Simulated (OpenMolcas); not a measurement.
**Si+: CASPT2 settings compared**

- Program: OpenMolcas
- Basis: ANO-RCC-VDZ [4s3p]
- Scalar Hamiltonian: X2C, point nucleus
- Active space: 3 electrons in 8 orbitals (3s 3p 4s 4p)
- State averaging: 2S+1 = 2 odd, 3 roots; 2S+1 = 2 even, 7 roots; 2S+1 = 4 even, 3 roots kept (CI in the orbitals of an earlier block)
- Spin-orbit coupling: state interaction with AMFI integrals over the reference wave functions, term energies averaged over their components

Methods on the same reference wave functions:
A. CASSCF
B. SS-CASPT2, IPEA 0 Eh, real shift 0.15 Eh (closed shells correlated: 2s 2p)
C. SS-CASPT2, IPEA 0.4 Eh, sigma1 regulariser 0.3 Eh (closed shells correlated: 2s 2p)
D. SS-CASPT2, IPEA 0.6 Eh, real shift 0.1 Eh (closed shells correlated: 2s 2p)
E. MS-CASPT2, IPEA 0 Eh, real shift 0.15 Eh (closed shells correlated: 2s 2p)
F. MS-CASPT2, IPEA 0.4 Eh, sigma1 regulariser 0.3 Eh (closed shells correlated: 2s 2p)

Energies in cm⁻¹ above 3s² 3p ²P°_1/2, the measured ground level; measured values from NIST Handbook of Basic Atomic Spectroscopic Data.

```csv
Level,A,B,C,D,E,F,Measured
3s² 3p ²P°_1/2,0.0,0.0,0.0,0.0,0.0,0.0,0.0
3s² 3p ²P°_3/2,235,235,235,235,235,235,287
3s 3p² ⁴P_1/2,37583,37652,37658,37661,37652,37658,42824
3s 3p² ⁴P_3/2,37674,37744,37749,37752,37744,37749,42933
3s 3p² ⁴P_5/2,37825,37894,37900,37903,37894,37900,43108
3s 3p² ²D_3/2,65875,65884,65891,65895,65884,65891,55309
3s 3p² ²D_5/2,65909,65918,65925,65929,65918,65925,55325
```

Deviations, from unrounded energies. A percentage is the sum of absolute deviations over the sum of measured energies, with the sign that they share, or ± where signs differ.

```csv
Against measurement,Levels,A,B,C,D,E,F
mean absolute deviation (cm-1),6,6200,6100,6100,6100,6100,6100
fine structure of the ground term (%),1,-18.4,-18.4,-18.4,-18.4,-18.4,-18.4
other configurations (%),5,±15.4,±15.3,±15.3,±15.3,±15.3,±15.3
```

A, B, C, D, E, F lie about equally close to measurement. The largest miss of D in the table is 3s 3p² ²D_5/2, by +11000 cm-1. The ranking rests on the paired levels alone, and a cruder setting can come out closer through cancelling errors.

Among B to F the level of the table that moves most is 3s 3p² ²D_3/2, by 11 cm-1 (lowest in E, highest in D).

The two smallest mean deviations differ by little beside CASPT2's spread within terms, so their order carries little weight.

The lowest spin-free term lies below A's lowest term by 0.004 hartree in B, 0.004 hartree in C, 0.004 hartree in D, 0.004 hartree in E, 0.004 hartree in F.

Terms from blocks run as CI alone lack orbitals of their own. The run also gave levels led by 3s² 4s, which use shells meant for correlation; these and all levels above them are left out. Terms of s pⁿ other than that of highest spin mix with s² pⁿ⁻² d, which this space lacks; all of them can be thousands of cm-1 off, and some have no real level of that name. Without dynamic correlation excited terms often stand tens of per cent too high (terms of higher spin than the ground term too low), and those without a measured partner can miss by more than the paired ones (holds for A). Measured partners are found by configuration, term and J. A level has none where our copy of the source lacks it or the pairing is in doubt (some pairs that miss far off the trend of their configuration count as doubtful), and it then counts in no deviation. Only configurations of the active space appear. The table leaves out levels that lie high or whose names do not pair safely across all columns.

° marks odd parity.
